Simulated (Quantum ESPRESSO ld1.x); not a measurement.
The numbers below are computed, except where a source is named.
These are the eigenvalues of the occupied orbitals of an atom or ion with whole-number occupations (eV). Code: ld1.x of Quantum ESPRESSO 7.5. Model: non-relativistic Kohn-Sham, BLYP, spin-unpolarised, spherical densities, point nucleus.

| orbital | eigenvalue |
|---|---|
| 1s | -14519.3 |
| 2s | -2423.42 |
| 2p | -2254.00 |
| 3s | -771.661 |
| 3p | -712.294 |
| 3d | -614.591 |

Which element is it, and in what charge state? The configuration may be excited.

Answer. Z = 36, krypton, charge +17: Kr17+ in [Ar] 3d1. The list shows which subshells hold electrons but not how many an open one holds; the 1s level, -533.57 hartree, gives Z - s = 32.7 by -(Z - s)^2/2, which with screening narrows Z to a few neighbours, and the depths of the outer levels then fix element, charge and occupations together.
